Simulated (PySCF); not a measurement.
## From computed data to an observable: dipole moment from atomic charges

Sn(H)(Cl)(NH2)2 (ClH5N2Sn), SMILES [NH2][SnH]([NH2])[Cl]. Atoms are numbered in the order given.

```xyz
9

Sn     0.0825    -0.1678     0.3447
N     -1.4931    -1.4310     0.2012
N      1.6610    -1.1277    -0.4820
Cl    -0.3044     1.8245    -0.8955
H      0.3546     0.2991     1.9598
H     -2.2486    -1.2016     0.8445
H     -1.8915    -1.4658    -0.7358
H      1.3582    -1.8429    -1.1416
H      2.3007    -0.5039    -0.9709
```
Charge 0, spin multiplicity 1.

Geometry: PBE0-D3(BJ)/def2-SVP. The structure was generated by enumeration; whether it is a known compound was not checked. The def2 effective core potentials stand for the cores of Sn; spin–orbit coupling is left out. Other conformers were not sampled.

Charges (e) from PBE/def2-TZVP run with PySCF:

```json
[
 {"atom": "Sn1", "Mulliken": "0.914", "ESP fit": "0.733"},
 {"atom": "N2", "Mulliken": "-0.720", "ESP fit": "-0.811"},
 {"atom": "N3", "Mulliken": "-0.712", "ESP fit": "-0.842"},
 {"atom": "Cl4", "Mulliken": "-0.383", "ESP fit": "-0.332"},
 {"atom": "H5", "Mulliken": "-0.040", "ESP fit": "-0.049"},
 {"atom": "H6", "Mulliken": "0.235", "ESP fit": "0.314"},
 {"atom": "H7", "Mulliken": "0.236", "ESP fit": "0.316"},
 {"atom": "H8", "Mulliken": "0.234", "ESP fit": "0.345"},
 {"atom": "H9", "Mulliken": "0.235", "ESP fit": "0.326"}
]
```

The dipole moment of the full density is 1.37 D.

Q: What dipole moment does each set of point charges give, and which comes closer to that of the density?

A: 
μ = Σ q r, and 1 e Å = 4.8032 D.
Mulliken: Σ q r = (-0.046, -0.209, 0.307) e Å, |μ| = 1.80 D.
ESP fit: Σ q r = (-0.129, -0.274, 0.019) e Å, |μ| = 1.46 D.
ESP fit comes closer in size. Point charges leave out the atoms' own dipoles (lone pairs, polarised bonds); fits to the potential absorb them, partitions of the density don't.
